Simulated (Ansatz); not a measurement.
Ansatz (an electronic-structure program) job for Si(OH)4 (H4O4Si), SMILES O[Si](O)(O)O, PBE/def2-SVPD. Geometry: PBE-D3(BJ)/def2-SVP. The isomer is the one that the SMILES or the coordinates give; other isomers of the formula were not compared. Other conformers were not sampled.

Ansatz 0.2 input:
```yaml
crystal:
  periodic: [false, false, false]
  atoms:
    - {symbol: O, position_ang: [-1.06144937, -0.94065297, 0.87372144]}
    - {symbol: Si, position_ang: [0.00000000, 0.00000000, -0.00000000]}
    - {symbol: O, position_ang: [0.94065295, -1.06144937, -0.87372145]}
    - {symbol: O, position_ang: [-0.94065296, 1.06144939, -0.87372143]}
    - {symbol: O, position_ang: [1.06144938, 0.94065295, 0.87372144]}
    - {symbol: H, position_ang: [-0.68322099, -1.79580101, 1.14303872]}
    - {symbol: H, position_ang: [1.79580099, -0.68322100, -1.14303874]}
    - {symbol: H, position_ang: [-1.79580101, 0.68322101, -1.14303872]}
    - {symbol: H, position_ang: [0.68322101, 1.79580099, 1.14303874]}
basis:
  gaussian:
    orbitals: def2-SVPD
hamiltonian:
  xc: {name: PBE}
```

Log of the run:

```
WARN ansatz: RAYON_NUM_THREADS=1 ignored (pool sized by the plan → 1); use --threads N
Functional definition: PBE
integrals: 0.08 GiB planned
1224 factors; their error is unknown
mean field: 0.53 GiB planned
mean field evaluation 1: about -16096.1035 eV, gradient 1.1e2 eV
mean field evaluation 2: about -16029.9721 eV, gradient 2.1e2 eV
mean field evaluation 4: about -16115.7392 eV, gradient 2.5e0 eV
mean field evaluation 8: about -16115.7066 eV, gradient 4.6e-2 eV
mean field -16115.70662130 eV, -592.2412947145 hartree, gradient 7.9e-5 eV, S^2 0.000000; 0 other end points of the search recorded, 0 dependent functions left out
reference -16115.70667299 eV, -592.2412966141 hartree; 25, 25 occupied and 123, 123 virtual orbitals, 1224 factors
Total energy: -16115.70667299 eV, -592.2412966141 hartree
```

The run converged.

Cost: around 4 core-seconds (rough).
